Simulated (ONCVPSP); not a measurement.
## Plane-wave convergence, ONCV potential for helium (He)

| Quantity | Value |
| --- | --- |
| Element | helium (He) |
| Generator | ONCVPSP 4.0.1 |
| Type | optimised norm-conserving Vanderbilt (ONCV) |
| Functional | PBE |
| Relativity | scalar-relativistic |
| Frozen core | none |
| Valence charge | 2 |
| Reference configuration | 1s1 (charge +1) |
| Partial waves | 1s: rc 0.45 bohr, ncon 4, nbas 7, qcut 12 1/bohr, 3 projectors, debl 1 Ha; p scattering state at 0.36 Ha: rc 0.40 bohr, ncon 4, nbas 7, qcut 17.9 1/bohr, 3 projectors, debl 1.7 Ha |
| Local potential | polynomial inside 0.30 bohr (lpopt 5, dvloc0 1 Ha) |
| Core correction | none |

In the s channel the program set the typed energies aside and used -1.438, 0.250, 1.250 Ha.

Question: For each optimised wave give the share of its norm inside rc, the residual kinetic energy above qcut (Ha) and the cutoffs (Ha) for errors of 10, 1, 0.1 and 0.01 mHa per electron.

Answer:

```csv
wave,norm inside rc,residual KE,10 mHa,1 mHa,0.1 mHa,0.01 mHa
1s,0.259,5.2e-03,60.4,214.6,540.4,638.2
s projector 2,0.049,1.1e-03,36.1,74.4,208.3,770.3
s projector 3,0.031,8.9e-04,32.6,70.5,156.8,784.0
p projector 1,0.003,1.2e-06,7.6,20.4,51.0,103.2
p projector 2,0.005,1.8e-06,10.8,26.7,62.2,117.5
p projector 3,0.005,2.6e-06,13.1,30.5,68.4,125.1
```

The occupied waves need 215 Ha and 540 Ha for 1 and 0.1 mHa. Rows with under 1 % of the norm inside rc give no meaningful cutoff. Note: ghosts flagged at negative energy: s at -521.8 eV, p at -1229.0 eV; GHOST(+) flags only above 600 eV. A true bound ghost makes a file unfit for plane-wave use.
